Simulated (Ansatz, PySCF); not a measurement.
Mo(O)2(Br)(NH2) (BrH₂MoNO₂), SMILES [NH2][Mo](=[O])(=[O])[Br], multiplicity 1.

Coordinates come from a B3LYP-D3(BJ)/def2-SVP optimisation. The multiplicity is an assumed one; no other spin state was optimised. The structure was generated by enumeration; whether it is a known compound was not checked. The def2 effective core potentials stand for the cores of Mo; spin–orbit coupling is left out. One conformer was computed; it need not be the lowest.

Vertical ionisation energy (IE) and electron affinity (EA) in eV. Rows of orbital energies are one-electron estimates. Where ΔSCF, EOM or ADC give a negative EA the extra electron is unbound and the value depends on the basis.

| level | IE | EA |
|---|---|---|
| −ε(HOMO), −ε(LUMO), ωB97X/def2-TZVP (PySCF) | 10.83 | 0.78 |
| −ε(HOMO), −ε(LUMO), PBE/def2-TZVP (PySCF) | ? | ? |
| ΔSCF, PBE0/def2-SVPD (Ansatz), final states of multiplicity 2 and 2 | 10.55 | 1.14 |
| ΔSCF, PBE/def2-SVPD (Ansatz), final states of multiplicity 2 and 2 | 10.22 | 0.68 |

Question: What belongs in the gaps? (Estimate from the structure and the level; the computed values follow.)

Answer: 
- −ε(HOMO), −ε(LUMO), PBE/def2-TZVP (PySCF), IE: 7.26
- −ε(HOMO), −ε(LUMO), PBE/def2-TZVP (PySCF), EA: 3.43

Question: What vertical singlet–triplet gap does ΔSCF give with PBE0/def2-SVPD (Ansatz, a quantum-chemistry and plane-wave program) and with PBE/def2-SVPD (Ansatz)? (An estimate is asked for; the answer gives what the named calculation found.)

Answer: 3.66 and 3.78 eV (triplet above singlet where positive).
